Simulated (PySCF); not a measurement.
Members of one family of related compounds. Method: TDDFT CAM-B3LYP/def2-SVPD, vertical, gas phase, core orbitals frozen in the response in PySCF. Geometries: GFN2-xTB; one conformer of each isolated species. Triplets are in the Tamm–Dancoff approximation. 'Strongest' means the level of largest summed f among the lowest 8 singlets; it needn't be the same kind of state in each.

Question: Rank by computed lowest singlet excitation energy, highest first.
A. `C=Cc1cncn1[SiH3]`
B. `O=C(O)c1cncn1[SiH3]`
C. `c1ncc(CF)n1[SiH3]`
D. `n1(c(cnc1)C[SiH3])[SiH3]`

Answer: C (6.17 eV), D (5.71 eV), B (5.35 eV), A (4.89 eV).

```csv
SMILES,S1 (eV),f (strongest),f (S1),strongest (eV),LUMO (eV),T1 (eV),S1 mainly
FCc1cncn1[SiH3],6.17,0.13,0.126,6.17,0.77,4.32,H→L (85%)
[SiH3]Cc1cncn1[SiH3],5.71,0.25,0.003,6.06,0.79,4.27,H→L (92%)
O=C(O)c1cncn1[SiH3],5.35,0.29,0.294,5.35,-0.46,3.63,H→L (95%)
C=Cc1cncn1[SiH3],4.89,0.35,0.348,4.89,0.12,3.01,H→L (97%)
```

H and L stand for HOMO and LUMO.
